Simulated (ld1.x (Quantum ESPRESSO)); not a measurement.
# What one change does to a pseudopotential (Se, PAW)

Se (Z = 34), PAW, made with ld1.x (Quantum ESPRESSO) 7.5 (BP86, scalar-relativistic). Core [Ar] 3d10, reference 4s2 4p4. Waves: 4s (bound): rcut 1.25, rcutus 1.40 bohr; 4s channel at -0.45 Ry: rcut 1.25, rcutus 1.40 bohr; 4p (bound): rcut 1.55, rcutus 1.85 bohr; 4p channel at 0.95 Ry: rcut 1.55, rcutus 1.85 bohr. Local part: all-electron potential smoothed inside 1.55 bohr (lloc = -1). Core correction: Bessel-smoothed model core inside 1.30 bohr. Augmentation charge: PSQ, radius 1.35 bohr.

Change: waves 4s (bound): rcut 1.25, rcutus 1.70 bohr; 4s channel at -0.45 Ry: rcut 1.25, rcutus 1.70 bohr.

Cutoffs: the cutoffs (Ry, on a coarse ladder) from which the occupation-weighted sum of valence levels, in a spherical-Bessel basis at the reference potential, stays within 10 and 1 mRy of its value at 400 Ry; they do not see the model core or the augmentation charge, which bear on the density cutoff. Errors are all-electron minus pseudo energies relative to the spin-unpolarised reference configuration.

Problem. How do hardness, ghosts and transferability respond?

Solution. The potential gets softer (18 Ry and 35 Ry → 15 Ry and 25 Ry); the errors of the 7 common tests hardly move; the range in which the s phases agree widens (upper end 3.5 → at the end of the scan); neither file shows a bound ghost. A larger radius leaves more room for a smooth pseudo-wave, so fewer plane waves are needed.

| quantity | base | changed |
| --- | --- | --- |
| cutoff, loose | 18 Ry | 15 Ry |
| cutoff, tight | 35 Ry | 25 Ry |
| loose cutoff by channel (10 mRy a level) | s 18 Ry, p 10 Ry | s 6 Ry, p 10 Ry |
| bound ghosts | none | none |
| error for 4s2 4p3, meV [ΔE 10.96 eV] | -4.6 | -4.5 |
| error for 4s2 4p2, meV [ΔE 31.45 eV] | -28 | -28 |
| error for 4s2 4p1, meV [ΔE 62.49 eV] | -102 | -101 |
| error for 4s2 4p0, meV [ΔE 104.86 eV] | -286 | -282 |
| error for 4s0 4p6, meV [ΔE 22.02 eV] | -21 | -21 |
| error for 4s1 4p4, meV [ΔE 22.52 eV] | -18 | -18 |
| error for 4s2 4p3.5, meV [ΔE 4.37 eV] | -1.2 | -1.2 |
| s: phases at 2.00 bohr within 0.05 rad from the reference energy up to (Ry; the scan ends near 5) | 3.5 | to the end of the scan |
| p: phases at 2.00 bohr within 0.05 rad from the reference energy up to (Ry; the scan ends near 5) | to the end of the scan | to the end of the scan |
| lowest overlap eigenvalue by channel | s 0.48, p 0.62 | s 0.37, p 0.62 |
